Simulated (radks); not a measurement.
Results of a calculation; reference values are marked as such.
Pr12+, configuration [Kr] 4d10 5s1.

Code: a radial shooting solver on a logarithmic mesh with Libxc functionals. Model: scalar-relativistic Kohn-Sham, r2SCAN, spin-polarised, spherical densities, finite nucleus; open shells are filled with parallel spins first (spin-orbit coupling, left out, can overturn this in heavy ions); meta-GGA in the generalised Kohn-Sham scheme; Fermi nuclear charge, rms radius 4.8919 fm.

Energy parts (eV):
part                      energy
total                 -250317.79
kinetic                265919.29
electron-nucleus      -597056.24
Hartree                 86509.85
exchange-correlation    -5690.69

Orbitals (lengths in bohr, moments of r in powers of bohr; <r^-3> diverges for s and p1/2; r(max) is where P^2 peaks):
orbital  occ.  eigenvalue (eV)  <r^-3>      <r^4>      <r>   r(max)
1s up       1        -42096.62       -  1.648e-06  0.02410  0.01541
1s down     1        -42096.48       -  1.648e-06  0.02410  0.01541
2s up       1        -6972.719       -  0.0002701   0.1030  0.08721
2s down     1        -6972.656       -  0.0002701   0.1030  0.08721
2p up       3        -6258.312    8483  0.0001985  0.09056  0.07028
2p down     3        -6258.232    8483  0.0001985  0.09056  0.07029
3s up       1        -1681.340       -    0.01077   0.2717   0.2487
3s down     1        -1681.213       -    0.01077   0.2717   0.2487
3p up       3        -1453.772    1722    0.01127   0.2699   0.2436
3p down     3        -1453.632    1722    0.01126   0.2699   0.2436
3d up       5        -1134.575   234.4   0.009304   0.2473   0.2008
3d down     5        -1134.438   234.4   0.009300   0.2473   0.2008
4s up       1        -502.1773       -     0.2586   0.6141   0.5754
4s down     1        -501.7860       -     0.2577   0.6140   0.5757
4p up       3        -426.0590   384.9     0.3272   0.6457   0.5988
4p down     3        -425.6452   385.0     0.3244   0.6451   0.5991
4d up       5        -316.2282   45.26     0.4766   0.6942   0.6239
4d down     5        -315.6355   45.47     0.4664   0.6918   0.6238
5s up       1        -209.9547       -      4.218    1.258    1.218
5s down     0        -205.4522       -      4.206    1.254    1.211

The highest occupied level is 5s up at -209.95 eV. The electron density at the nucleus is 4.334e+05 e/bohr^3 (large components only). Spin moment in Bohr magnetons: 1.
